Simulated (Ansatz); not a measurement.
Reactions of FH₅OSSi₂ (`O[SiH2]S[SiH2]F`).

Isolated molecules relaxed with PBE0-D4/def2-TZVP in Ansatz; ΔE leaves out vibrations. CCSD(T)/CBS is the MP2 limit (def2-TZVPP, def2-QZVPP) plus CCSD(T) − MP2 in def2-TZVPP, frozen cores. This one scheme is used for every species, atoms too. Open shells (•) are unrestricted, without spin–orbit coupling. Spin–orbit coupling would lower the free atoms: a little for F. For Ge outer-core shells are correlated without core-valence functions, so the limit isn't a true one: a few kJ/mol of doubt a bond, and 10 to 20 or more in all where bonds break to atoms. Scalar relativity is left out up to krypton. Each species was taken in one conformer, which may not be the lowest.

Order these by ΔE at CCSD(T)/CBS, lowest first. (Estimate.)
A. `O[SiH2]S[SiH2]F` + H₂ → `F[SiH2]S[SiH3]` + H₂O
B. `O[SiH2]S[SiH2]F` + HCl → `O[SiH2]S[SiH2]Cl` + H–F
C. `O[SiH2]S[SiH2]F` + `Cl[Si](Cl)(Cl)[GeH3]` → `O[SiH2]S[SiH2]Cl` + `F[Si](Cl)(Cl)[GeH3]`
D. `O[SiH2]S[SiH2]F` → F• + `O[SiH2]S[SiH2]`•

C (-6.1 kJ/mol), B (+34.5 kJ/mol), A (+78.0 kJ/mol), D (+652.6 kJ/mol).

Largest T1 diagnostic: 0.015, for `O[SiH2]S[SiH2]`•.
